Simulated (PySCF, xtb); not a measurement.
GeH7NSi, SMILES [GeH3][SiH2]N. Other conformers were not sampled.

Harmonic wavenumbers (cm⁻¹) from GFN2-xTB (xtb) at its own minimum, in rising order: 16, 135, 141, 322, 341, 377, 455, 534, 613, 706, 735, 814, 848, 890, 898, 906, 1521, 1908, 1991, 2015, 2240, 2245, 3466, 3498.

**Question.** What does PBE-D3(BJ)/def2-SVP (PySCF) give at its own minimum? (The exact figures need the calculation; the answer reports its results.)

**Answer.** 94, 126, 168, 320, 326, 429, 483, 510, 700, 750, 806, 831, 854, 860, 877, 900, 1502, 2046, 2060, 2063, 2150, 2163, 3469, 3561. Paired by order, the mean absolute difference is 43 cm⁻¹ and the zero-point energies are 39.5 and 40.1 kcal/mol.
